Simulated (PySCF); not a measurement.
C2H4F2Si2, SMILES C#C[Si@H](F)[SiH2]F. The structure is a stationary point at PBE0-D3(BJ)/def2-SVP. The structure was generated by enumeration; whether it is a known compound was not checked. The values are those of a single conformer.

Computed equilibrium geometry at PBE0-D3(BJ)/def2-SVP (PySCF confirms it by a frequency run) as Cartesian coordinates in Å (one conformer of several):
```xyz
10

C      2.7830     0.7685     0.6357
C      1.8160     0.0582     0.4307
Si     0.3077    -0.9311     0.1560
F      0.3449    -1.5694    -1.3416
Si    -1.5750     0.4517     0.3616
F     -1.3700     1.7652    -0.5804
H      3.6417     1.3924     0.8135
H      0.2677    -2.0583     1.1297
H     -2.8210    -0.2468    -0.0682
H     -1.7135     0.9007     1.7784
```
